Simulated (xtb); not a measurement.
sodium atom (Na), doublet (GFN-xTB shapes and energies of metal compounds can be far from the true ones); GFN0-xTB run with xtb.

Input for xtb:
```
$ xtb mol.xyz --gfn 0 --uhf 1 --hess --json

# file mol.xyz
1

Na     0.00000000     0.00000000     0.00000000
```

Output, abridged:

```
   ID    Z sym.   atoms
    1   11 Na     1

           -------------------------------------------------
          |                Calculation Setup                |
           -------------------------------------------------

           -------------------------------------------------
          |                 G F N 0 - x T B                 |
           -------------------------------------------------

          ...................................................
          :                      SETUP                      :
          :.................................................:
          :  # basis functions                   4          :
          :  # atomic orbitals                   4          :
          :  # shells                            2          :
          :  # electrons                         1          :
          :  electronic temp.          300.0000000     K    :
          :  accuracy                    1.0000000          :
          :  -> integral cutoff          0.2500000E+02      :
          :  -> integral neglect         0.1000000E-07      :
          ...................................................

         :::::::::::::::::::::::::::::::::::::::::::::::::::::
         ::                     SUMMARY                     ::
         :::::::::::::::::::::::::::::::::::::::::::::::::::::
         :: total energy              -0.294614136152 Eh    ::
         :: gradient norm              0.000000000000 Eh/a0 ::
         :: HOMO-LUMO gap              4.481104600000 eV    ::
Molecule has the following symmetry elements: (i) (Cinf) (sigma)
It seems to be the Kh point group
         ::.................................................::
         :: H0 energy                 -0.294614136152 Eh    ::
         :: repulsion energy           0.000000000000 Eh    ::
         :: electrostat energy         0.000000000000 Eh    ::
         :: -> Gsolv                   0.000000000000 Eh    ::
         ::    -> Gsasa                0.000000000000 Eh    ::
         ::    -> Gshift               0.000000000000 Eh    ::
         :: dispersion energy          0.000000000000 Eh    ::
         :: short-range corr.          0.000000000000 Eh    ::
         :: add. restraining           0.000000000000 Eh    ::
         :: total charge               0.000000000000 e     ::
         :::::::::::::::::::::::::::::::::::::::::::::::::::::

           -------------------------------------------------
[...]
          :  symmetry                               Kh      :
          :  rotational number                       1      :
          :  scaling factor                  1.0000000      :
          :  rotor cutoff                   50.0000000 cm⁻¹ :
          :  imag. cutoff                  -20.0000000 cm⁻¹ :
          :.................................................:

    mode    ω/cm⁻¹     T·S(HO)/kcal·mol⁻¹    T·S(FR)/kcal·mol⁻¹   T·S(vib)
   ------------------------------------------------------------------------
   ------------------------------------------------------------------------

   temp. (K)  partition function   enthalpy   heat capacity  entropy
                                   cal/mol     cal/K/mol   cal/K/mol   J/K/mol
 298.15  VIB   1.00                    0.000      0.000      0.000
         ROT   1.00                    0.000      0.000      0.000
         INT   1.00                    0.000      0.000      0.000
         TR   0.107E+27             1481.254      4.968     35.320
         TOT                        1481.2539     4.9681    35.3199   147.7783

       T/K    H(0)-H(T)+PV         H(T)/Eh          T*S/Eh         G(T)/Eh
   ------------------------------------------------------------------------
    298.15    0.236053E-02    0.236053E-02    0.167816E-01   -0.144211E-01
   ------------------------------------------------------------------------

         :::::::::::::::::::::::::::::::::::::::::::::::::::::
         ::                  THERMODYNAMIC                  ::
         :::::::::::::::::::::::::::::::::::::::::::::::::::::
         :: total free energy          -0.309035212842 Eh   ::
         ::.................................................::
         :: total energy               -0.294614136152 Eh   ::
         :: zero point energy           0.000000000000 Eh   ::
         :: G(RRHO) w/o ZPVE           -0.014421076690 Eh   ::
         :: G(RRHO) contrib.           -0.014421076690 Eh   ::
         :::::::::::::::::::::::::::::::::::::::::::::::::::::

           -------------------------------------------------
          | TOTAL ENERGY               -0.294614136152 Eh   |
          | TOTAL ENTHALPY             -0.292253607772 Eh   |
          | TOTAL FREE ENERGY          -0.309035212842 Eh   |
          | GRADIENT NORM               0.000000000000 Eh/α |
          | HOMO-LUMO GAP               4.481104600000 eV   |
           -------------------------------------------------

normal termination of xtb
```
